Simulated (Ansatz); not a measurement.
`C=[CH][Ga]([NH2])[SiH3]` + CH₃NH₂ → `C=CNC` + `[NH2][GaH][SiH3]`  (substitution at a C–Ga bond)

Gas-phase electronic energies from Ansatz, PBE0-D4/def2-TZVP geometries. CBS: MP2 limit from def2 TZ/QZ plus the TZ coupled-cluster correction, frozen cores. Functionals use def2-TZVPP. For Ga outer-core shells are correlated without core-valence functions, which leaves a few kJ/mol of doubt a bond. Scalar relativity is left out up to krypton. One conformer a species, not always the lowest.

| species | PBE0 energy (Eh) |
| --- | --- |
| `C=[CH][Ga]([NH2])[SiH3]` | -2349.64129 |
| CH₃NH₂ | -95.78001 |
| `C=CNC` | -173.10816 |
| `[NH2][GaH][SiH3]` | -2272.30793 |

(1) Work out ΔE.

Largest T1 diagnostic among the species: 0.015.

Results:

(1) ΔE = (-173.10816) + (-2272.30793) − (-2349.64129) − (-95.78001) = 0.00521 Eh = +0.14 eV. CCSD(T)/CBS gives +0.35 eV.

In def2-TZVPP, CCSD(T) changes the Hartree–Fock value by +0.10 eV (the triples alone add +0.00 eV) and MP2 by +0.11 eV. The D4 term adds +0.04 eV with B3LYP and +0.02 eV with PBE0; it sums over pairs of atoms, weighted by their polarisabilities, and B3LYP, whose exchange is more repulsive, gets the larger term.

B3LYP here is the variant with VWN-RPA as its local correlation; programs differ in this.
